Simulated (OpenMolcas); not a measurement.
# Fe2+: ligand-field states by method

Fe2+ with its 6 nearest fluoride ions at 1.986 Å, on the Mg site of KMgF3 (a = 3.973 Å, distance in the model lattice 1.986 Å). The rest of the host is ab initio model potentials to 7.6 Å and point charges beyond; the distance is set by hand and nothing relaxes. Ligand basis ANO-RCC-VDZP.

```yaml
Program: OpenMolcas 26.06
Basis: ANO-RCC-VTZP [6s5p3d2f1g]
Scalar_Hamiltonian: DKH2, point nucleus
Active_space: 6 electrons in 5 orbitals (3d)
State_averaging: 2S+1 = 5 even, 5 roots; 2S+1 = 3 even, 45 roots; 2S+1 = 1 even, 50 roots
Spin-orbit_coupling: RASSI with atomic mean-field integrals over the reference wave functions
```

I. CASSCF
II. SS-CASPT2, IPEA 0.25 Eh, imaginary shift 0.1 Eh (closed shells correlated: 3s 3p and the ligand valence shells)

Spin-free states (labels of O, the rotations of Oh) in cm-1, each column counted from its own energy of the first state listed:

| State | Degeneracy | I | II |
| --- | --- | --- | --- |
| 5T2 | 3 | 0 | 0 |
| 5E | 2 | 10421 | 12260 |
| 3T1 | 3 | 15321 | 11660 |
| 1A1 | 1 | 17746 | 12390 |
| 3T2 | 3 | 19286 | 14560 |
| 3T1 | 3 | 23195 | 20170 |
| 1T1 | 3 | 25153 | 20250 |
| 3T2 | 3 | 25616 | 21190 |
| 3E | 2 | 26410 | 22810 |
| 3T1 | 3 | 27142 | 23050 |
| 3T2 | 3 | 31734 | 27000 |
| 1T2 | 3 | 31841 | 26390 |
| 3A2 | 1 | 32225 | 28270 |
| 3T1 | 3 | 33713 | 31810 |
| 3E | 2 | 34486 | 32270 |
| 1E | 2 | 34732 | 29970 |
| 1A1 | 1 | 35788 | 29910 |
| 1T2 | 3 | 37425 | 30740 |
| 3A1 | 1 | 37486 | 34750 |
| 3T2 | 3 | 38848 | 33720 |

From I to II, I's first state of the same spin (5E) moves from 10421 to 12260 cm-1, by about +1800 cm-1.

From I to II, I's first state of another spin (3T1) moves from 15321 to 11660 cm-1, by about -3700 cm-1.

χT at 300 K: I 4.05, II 4.04 cm3 K/mol.

Roots that are degenerate in the reference are averaged as groups; the widest CASPT2 spread within a group is 620 cm-1 (the 3-fold group of multiplicity 1 near 30700 cm-1 above the lowest state of its run, II). Shifts and gaps below about the spread of the groups concerned are not significant. Over all roots computed the reference weight is 0.73 to 0.75 in II; a low but even weight reflects the number of correlated electrons. An orbital triplet at a regular site is open to Jahn-Teller coupling, which can distort the site and quench the lowest spin-orbit gaps and is left out. Ligand-to-metal charge-transfer states are missing. Without dynamic correlation the repulsion within the d shell is too large (B by tens of per cent), so at a given field states of lower spin stand too high (holds for I). With no ligand orbital active B as a rule stays too high, so bands that hang on it stand too high and its fall with covalency is understated (holds for I). With metal d orbitals alone and no dynamic correlation 10Dq can be off by a tenth to a fifth, either way, in oxide and fluoride hosts (holds for I). A single d shell leaves out the double-shell effect, which counts most for late 3d ions, where the CASPT2 field can be off either way by tens of per cent (holds for II). These CASPT2 states fit no ligand-field parameters well, so their order and spin gaps are uncertain (holds for II). For late 3d ions with one d shell CASPT2 can put B and the spin-flip bands somewhat low as well as high (holds for II). With one d shell and no ligand orbital active, 10Dq can be off by tens of per cent for divalent 3d ions, low with halides held by bare charges and at times high in hosts (holds for II). Free-ion shares, where given, are those of the reference states; single-state CASPT2 does not remix them (holds for II). The distance lies 3 % under the 2.054 Å that this model takes as the normal distance (a Shannon-type radius plus a fixed donor radius, weighted with the host); by an R⁻⁵ law this alone changes a d-shell field by about +18 %. No measured value stands beside these numbers; the geometry was set by hand and not optimised.
